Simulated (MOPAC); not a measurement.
A run for MOPAC: PM6 on CH4SSn (SMILES [CH3][Sn][SH]), a point of a torsion scan.

```
PM6 1SCF PRECISE CHARGE=0 THREADS=1
CH4SSn

C     -1.08066728 1    -0.08303755 1    -0.10255195 1
Sn     0.17960824 1     1.80228476 1    -0.06659612 1
S      1.17638344 1     1.45778517 1    -2.27113610 1
H     -0.55331629 1    -0.93393482 1    -0.53751868 1
H     -1.98079326 1     0.07795123 1    -0.70146768 1
H     -1.40977569 1    -0.37552658 1     0.89535916 1
H      0.57050242 1     0.33172955 1    -2.60104846 1
```

Output:

```
*******************************************************************************
 **                                                                           **
 **                              MOPAC v23.2.5                                **
 **                                                                           **
 *******************************************************************************
 ** MOPAC's Digital Object Identifier: https://doi.org/10.5281/zenodo.6511958 **
 **                                                                           **
 ** Please cite the open-source release paper for use of this MOPAC version:  **
 ** J. E. Moussa and J. J. P. Stewart (2026)                                  **
 ** MOPAC: An open-source semiempirical molecular orbital program             **
 ** J. Open Source Softw., 11(119), 8025, https://doi.org/10.21105/joss.08025 **
 *******************************************************************************

                              PM6 CALCULATION RESULTS

 *******************************************************************************
 *  PM6        - The PM6 Hamiltonian to be used
 *
 *
 *
 *                 CHARGE ON SYSTEM = 0
 *
 *
 *
 *  PRECISE    - TIGHTER CRITERIA TO BE USED
 *  1SCF       - DO 1 SCF AND THEN STOP
 *  THREADS=1  - MULTI-THREADING NOT USED
 *  T=         - A TIME OF 172800.0 SECONDS REQUESTED
 *  DUMP=N     - RESTART FILE WRITTEN EVERY 7200.0 SECONDS REQUESTED
 *******************************************************************************
PM6 1SCF PRECISE CHARGE=0 THREADS=1
 CH4SSn

   ATOM   CHEMICAL          X               Y               Z
  NUMBER   SYMBOL      (ANGSTROMS)     (ANGSTROMS)     (ANGSTROMS)

     1       C         -1.08066728  *  -0.08303755  *  -0.10255195  *
     2      Sn          0.17960824  *   1.80228476  *  -0.06659612  *
     3       S          1.17638344  *   1.45778517  *  -2.27113610  *
     4       H         -0.55331629  *  -0.93393482  *  -0.53751868  *
     5       H         -1.98079326  *   0.07795123  *  -0.70146768  *
     6       H         -1.40977569  *  -0.37552658  *   0.89535916  *
     7       H          0.57050242  *   0.33172955  *  -2.60104846  *



          CARTESIAN COORDINATES

    NO.       ATOM           X           Y           Z

     1         C         -1.0807     -0.0830     -0.1026
     2        Sn          0.1796      1.8023     -0.0666
     3         S          1.1764      1.4578     -2.2711
     4         H         -0.5533     -0.9339     -0.5375
     5         H         -1.9808      0.0780     -0.7015
     6         H         -1.4098     -0.3755      0.8954
     7         H          0.5705      0.3317     -2.6010

 General Reference for PM6:
 "Optimization of Parameters for Semiempirical Methods V: Modification of NDDO Approximations
 and Application to 70 Elements", J. J. P. Stewart, J. Mol. Mod., 13, 1173-1213 (2007)
 URL: https://link.springer.com/article/10.1007/s00894-007-0233-4

           Empirical Formula: C H4 Sn S  =     7 atoms



      MOLECULAR POINT GROUP   :   C1


      RHF CALCULATION, NO. OF DOUBLY OCCUPIED LEVELS = 9


 -------------------------------------------------------------------------------
 PM6 1SCF PRECISE CHARGE=0 THREADS=1
 CH4SSn



     1SCF WAS SPECIFIED, SO BFGS WAS NOT USED
     SCF FIELD WAS ACHIEVED


                              PM6 CALCULATION
                                                       MOPAC v23.2.5 Linux




          FINAL HEAT OF FORMATION =         13.50082 KCAL/MOL =      56.48745 KJ/MOL


          COSMO AREA              =        126.66 SQUARE ANGSTROMS
          COSMO VOLUME            =        120.49 CUBIC ANGSTROMS

          IONIZATION POTENTIAL    =          8.526531 EV
          HOMO LUMO ENERGIES (EV) =         -8.527 -1.127
          NO. OF FILLED LEVELS    =          9
          MOLECULAR WEIGHT        =        166.7926         POINT GROUP:  C1

          MOLECULAR DIMENSIONS (Angstroms)

            Atom       Atom       Distance
            H     6    S     3     4.48062
           Sn     2    H     4     2.60427
           Sn     2    H     5     1.55295


          SCF CALCULATIONS        =          1





   ATOM   CHEMICAL          X               Y               Z
  NUMBER   SYMBOL      (ANGSTROMS)     (ANGSTROMS)     (ANGSTROMS)

     1       C         -1.08066728  *  -0.08303755  *  -0.10255195  *
     2      Sn          0.17960824  *   1.80228476  *  -0.06659612  *
     3       S          1.17638344  *   1.45778517  *  -2.27113610  *
     4       H         -0.55331629  *  -0.93393482  *  -0.53751868  *
     5       H         -1.98079326  *   0.07795123  *  -0.70146768  *
     6       H         -1.40977569  *  -0.37552658  *   0.89535916  *
     7       H          0.57050242  *   0.33172955  *  -2.60104846  *

                             CARTESIAN COORDINATES

   1    C       -1.080667280    -0.083037550    -0.102551950
   2   Sn        0.179608240     1.802284760    -0.066596120
   3    S        1.176383440     1.457785170    -2.271136100
   4    H       -0.553316290    -0.933934820    -0.537518680
   5    H       -1.980793260     0.077951230    -0.701467680
   6    H       -1.409775690    -0.375526580     0.895359160
   7    H        0.570502420     0.331729550    -2.601048460


           Empirical Formula: C H4 Sn S  =     7 atoms



      MOLECULAR POINT GROUP   :   C1


                  EIGENVALUES
 -29.56527 -23.67879 -14.11445 -13.61412 -13.55515 -12.76393  -9.99570  -9.30259
  -8.52653  -1.12730   0.28875   0.79613   1.61077   2.25025   2.25929   2.28615
   2.30883   3.95503   5.92911   5.98993   7.14488


              NET ATOMIC CHARGES AND DIPOLE CONTRIBUTIONS

  ATOM NO.   TYPE          CHARGE      No. of ELECS.   s-Pop       p-Pop       d-Pop
    1          C          -0.777048        4.7770     1.12778     3.64927
    2         Sn           0.683791        3.3162     1.85190     1.46431
    3          S          -0.596094        6.5961     1.93559     4.54648     0.11402
    4          H           0.161879        0.8381     0.83812
    5          H           0.162783        0.8372     0.83722
    6          H           0.164252        0.8357     0.83575
    7          H           0.200436        0.7996     0.79956
 DIPOLE           X         Y         Z       TOTAL
 POINT-CHG.    -1.287     1.413     3.903     4.345
 HYBRID        -0.332    -2.308    -2.228     3.225
 SUM           -1.619    -0.894     1.675     2.495


          ATOMIC ORBITAL ELECTRON POPULATIONS

     Atom    s        px        py        pz      x^2-y^2     xz        z^2       yz        xy
    1  C   1.12778   1.21753   1.23874   1.19300
    2 Sn   1.85190   0.31702   0.63508   0.51222
    3  S   1.93559   1.67471   1.35815   1.51362   0.01849   0.01568   0.02737   0.01194   0.04054
    4  H   0.83812
    5  H   0.83722
    6  H   0.83575
    7  H   0.79956

 **********************
 *                    *
 * JOB ENDED NORMALLY *
 *                    *
 **********************




 == MOPAC DONE ==
```

The run finished.

Cost: roughly 0.020 core-seconds.
